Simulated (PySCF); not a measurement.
## SMILES N#CC=C=C(Br)C#N, C$_{5}$HBrN$_{2}$

Molfile (atoms numbered from 1):
```
C5HBrN2
     RDKit          3D

  9  8  0  0  0  0  0  0  0  0999 V2000
   -2.7570    1.8148    0.3658 N   0  0  0  0  0  0  0  0  0  0  0  0
   -2.1245    0.8979    0.1046 C   0  0  0  0  0  0  0  0  0  0  0  0
   -1.3626   -0.2481   -0.2219 C   0  0  0  0  0  0  0  0  0  0  0  0
   -0.0858   -0.3228    0.0245 C   0  0  0  0  0  0  0  0  0  0  0  0
    1.1858   -0.3826    0.2998 C   0  0  0  0  0  0  0  0  0  0  0  0
    1.8196   -1.0874    1.9870 Br  0  0  0  0  0  0  0  0  0  0  0  0
    2.2017    0.0312   -0.5878 C   0  0  0  0  0  0  0  0  0  0  0  0
    3.0399    0.3578   -1.2945 N   0  0  0  0  0  0  0  0  0  0  0  0
   -1.9036   -1.0548   -0.7026 H   0  0  0  0  0  0  0  0  0  0  0  0
  1  2  3  0
  2  3  1  0
  3  4  2  0
  4  5  2  0
  5  6  1  0
  5  7  1  0
  7  8  3  0
  3  9  1  0
M  END
```

Method used: TDDFT PBE0/aug-cc-pVDZ circular dichroism and optical rotation, one conformer, gas phase (PySCF). Geometry: GFN2-xTB.

The calculation is non-relativistic, which matters for the atoms heavier than Zn. No stereocentre is labelled: unless the shape is locked (an allene, a helicene, a hindered biaryl), the mirror image is equally populated and a measured rotation or CD is zero.

List the lowest 16 singlet excitations with oscillator and rotatory strengths.

Rotatory strengths R in 10⁻⁴⁰ esu² cm², velocity form and length form (origin at the centre of mass); f in length form.
| state | E (eV) | λ (nm) | f | R (velocity) | R (length) | main |
| --- | --- | --- | --- | --- | --- | --- |
| 1 | 3.87 | 321 | 0.0002 | 0.0 | 0.0 | HOMO→LUMO 0.99 |
| 2 | 4.76 | 260 | 0.020 | +10.5 | +10.7 | HOMO−1→LUMO 0.57, HOMO−2→LUMO 0.39 |
| 3 | 5.18 | 239 | 0.0001 | +0.7 | +0.7 | HOMO−1→LUMO+1 0.92 |
| 4 | 5.39 | 230 | 0.009 | -4.4 | -4.2 | HOMO→LUMO+1 0.47, HOMO−2→LUMO 0.35 |
| 5 | 5.45 | 228 | 0.0002 | +3.1 | +3.0 | HOMO−3→LUMO 0.95 |
| 6 | 5.71 | 217 | 0.611 | -7.7 | -9.0 | HOMO→LUMO+1 0.38, HOMO−1→LUMO 0.25 |
| 7 | 5.74 | 216 | 0.032 | +62.9 | +63.5 | HOMO−2→LUMO+1 0.88 |
| 8 | 5.81 | 214 | 0.024 | +25.5 | +25.9 | HOMO−4→LUMO 0.84 |
| 9 | 6.21 | 200 | 0.074 | +1.2 | +1.4 | HOMO−5→LUMO 0.60, HOMO−3→LUMO+1 0.30 |
| 10 | 6.27 | 198 | 0.0007 | -2.4 | -2.1 | HOMO→LUMO+2 0.90 |
| 11 | 6.52 | 190 | 0.0006 | -1.0 | -1.0 | HOMO−5→LUMO+1 0.72, HOMO−4→LUMO+1 0.21 |
| 12 | 6.80 | 182 | 0.016 | -23.3 | -23.7 | HOMO−6→LUMO 0.94 |
| 13 | 6.87 | 180 | 0.202 | -33.5 | -34.3 | HOMO−3→LUMO+1 0.38, HOMO−5→LUMO 0.21 |
| 14 | 6.99 | 177 | 0.093 | -7.7 | -7.8 | HOMO−7→LUMO 0.36, HOMO−4→LUMO+1 0.33 |
| 15 | 7.04 | 176 | 0.002 | +17.1 | +17.9 | HOMO−7→LUMO 0.53, HOMO−4→LUMO+1 0.24 |
| 16 | 7.13 | 174 | 0.019 | -10.9 | -11.0 | HOMO→LUMO+3 0.82 |

Among the states computed, the strongest CD band (largest |R|) is state 7. The largest dissymmetry factor in size, g = 4R/(D+G), with D and G the electric and magnetic dipole strengths, is +0.11 for state 5 (velocity form, f = 0.0002), among bands with |R| over 0.5. The mirror image has the same energies and oscillator strengths and all R with the opposite sign.
